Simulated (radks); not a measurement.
Results of a calculation; reference values are marked as such.
Question: Radial electron density D(r) = 4 pi r^2 rho(r) of an atom or ion with 55 electrons. Code: a radial shooting solver on a logarithmic mesh with Libxc functionals. Model: scalar-relativistic Kohn-Sham, LDA (Slater exchange, VWN5 correlation), spin-polarised, spherical densities, point nucleus.

```
   r/bohr * D(r) (the largest magnitude, 102, reaches the edge; | marks zero)
 0.001952 |    *
 0.002562 |      *
 0.003389 |          *
 0.004449 |               *
 0.005886 |                     *
 0.007726 |                            *
  0.01022 |                                   *
  0.01342 |                                        *
  0.01775 |                                         *
   0.0233 |                                       *
  0.03083 |                                    *
   0.0408 |                                      *
  0.05355 |                                               *
  0.07085 |                                                      *
    0.093 |                                                  *
   0.1231 |                                         *
   0.1615 |                                          *
   0.2137 |                                               *
   0.2805 |                                   *
   0.3712 |                  *
   0.4872 |                  *
   0.6446 |                   *
   0.8461 |          *
    1.119 |     *
    1.481 |   *
    1.944 | *
    2.572 |*
    3.377 *
    4.468 *
```

What is the nuclear charge?

Answer: Z = 59. The innermost maximum, from 1s, lies near gamma/Z bohr with gamma = sqrt(1 - (Z/c)^2) = 0.903, here 0.0153 bohr (found: 0.0168), and its height grows with Z. The density is that of the praseodymium ion Pr4+ in [Xe] 4f1; the configuration itself is not fixed sharply by these data, and Z only to a few units. D(r) has 4 maxima, at r = 0.0168, 0.0743, 0.209, 0.576 bohr, and minima at 0.0324, 0.138, 0.422 bohr, inside which lie 1.96, 11.16, 29.00 electrons.
